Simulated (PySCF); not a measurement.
A structure optimised at B3LYP-D3(BJ)/def2-TZVP, used in a PySCF frequency run:

```xyz
3

Se     0.7651    -0.5725     0.0000
Cl    -0.9190    -1.9544     0.0000
Br    -0.2969     1.5054     0.0000
```

### Question
Write its SMILES, formula and point group.

### Answer
Cl[Se]Br, BrClSe, Cs

### Question
What are its rotational constants (standard atomic weights)?

### Answer
6.0923, 1.4762, 1.1882 GHz
